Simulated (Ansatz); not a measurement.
Reactions of `C#CC(=C)C`.

Gas-phase electronic energies from Ansatz, PBE0-D4/def2-TZVP geometries. CBS: MP2 limit from def2 TZ/QZ plus the TZ coupled-cluster correction, frozen cores. This one scheme is used for every species. DFT in def2-TZVPP. B3LYP here is the variant with VWN-RPA as its local correlation; programs differ in this. Elements past krypton have def2 core potentials. For Sn, Te outer-core shells are correlated without core-valence functions, which leaves a few kJ/mol of doubt a bond. Each species was taken in one conformer, which may not be the lowest.

```csv
reaction,B2PLYP (kcal/mol),PBE-D4 (kcal/mol),ωB97X-V (kcal/mol),B3LYP-D4 (kcal/mol),CCSD(T)/CBS(def2) (kcal/mol)
`C#CC(=C)C` + `SS` → `C#CSS` + propene,6.6,5.7,7.2,6.5,7.4
`C#CC(=C)C` + `CNB[SiH3]` → `CN(C)B[SiH3]` + `C#CC=C`,9.4,8.8,9.2,8.8,9.0
`C#CC(=C)C` + `[NH2][SnH2][OH]` → `C#C[O][SnH2][NH2]` + propene,11.5,10.1,10.0,10.3,13.4
`C#CC(=C)C` + H₂Te → `C=C(C)[TeH]` + acetylene,7.9,8.6,7.8,8.2,5.2
`C#CC(=C)C` + H₂ → `C#CC=C` + CH₄,-14.6,-12.6,-13.2,-13.8,-13.0
`C#CC(=C)C` + `CC(=N)O` → `C/N=C(\C)O` + `C#CC=C`,10.7,10.1,10.6,10.2,11.1
```

Largest T1 diagnostic: 0.014, for `C#C[O][SnH2][NH2]`.
